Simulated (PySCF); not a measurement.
Ligands exchanged one at a time, Al Br-NH2. All species are isolated molecules in the gas phase. Strings in code marks are SMILES.

Level of theory: B3LYP-D3(BJ)/def2-TZVP in PySCF 2.14.0. B3LYP has the VWN-RPA correlation part, as in Gaussian. Excitations are Tamm–Dancoff values on a coarser integration grid. The basis has no diffuse functions, so Rydberg states are missing or too high.

```
species                                              T1 excitation (TDA) (eV)   HOMO (eV)
---------------------------------------------------  ------------------------  ----------
0 of 3 Br replaced by NH2 (`[Br][Al]([Br])[Br]`)                         5.22       -8.36
1 of 3 Br replaced by NH2 (`[Al]([Br])([Br])[NH2]`)                      5.18       -7.73
2 of 3 Br replaced by NH2 (`[NH2][Al]([Br])[NH2]`)                       5.11       -7.02
3 of 3 Br replaced by NH2 (`[NH2][Al]([NH2])[NH2]`)                (withheld)  (withheld)
```

Question: Complete the blanks.

Answer: 
- 3 of 3 Br replaced by NH2 (`[NH2][Al]([NH2])[NH2]`), T1 excitation (TDA) (eV): 5.07
- 3 of 3 Br replaced by NH2 (`[NH2][Al]([NH2])[NH2]`), HOMO (eV): -6.45
